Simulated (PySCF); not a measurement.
# Heteronuclear NMR

Atoms are numbered as in `[CH3:1][N:2]([SiH3:3])[SiH2:4]/[N:5]=[CH:6]/[CH2:7][C:8]#[N:9]`; H(Xn) means a hydrogen on atom n.

Non-relativistic, isolated molecule, equivalent nuclei averaged, one conformer. NMR shieldings at PBE0/pcSseg-1/GIAO; structure optimised with GFN2-xTB; PySCF.

Q: Predict the 29Si NMR data.

A: 
```
atoms                 environment  σ (ppm)  δ (ppm)
  Si4  silicon bonded to 2 N, 2 H    383.2    -35.0
  Si3    silicon bonded to N, 3 H    398.4    -47.5
```

Shieldings were converted by a linear fit to measured shifts: 29Si (scatter 8.9 ppm rms, 25.8 ppm with the 6 outliers that the fit left out vs TMS, solution or neat liquid). A few per cent of atoms miss by over 2 rms, more outside the fitted compound classes.

On a 500 MHz spectrometer 29Si resonates near 99.3 MHz, so 1 ppm is 99.3 Hz.

Q: What are the 15N shifts?

A: 
| atoms | environment | σ (ppm) | δ (ppm) |
| --- | --- | --- | --- |
| N5 | imine nitrogen | -129.1 | -29.1 |
| N9 | nitrile nitrogen | -41.2 | -110.1 |
| N2 | nitrogen bonded to C, 2 Si | 253.5 | -381.7 |

Shieldings were converted by a linear fit to measured shifts: 15N (scatter 6.3 ppm rms vs CH3NO2, solution or neat liquid). Occasional misses reach two or three times the rms, and more in compound classes unlike the fitted ones.

On a 500 MHz spectrometer 15N resonates near 50.7 MHz, so 1 ppm is 50.7 Hz.
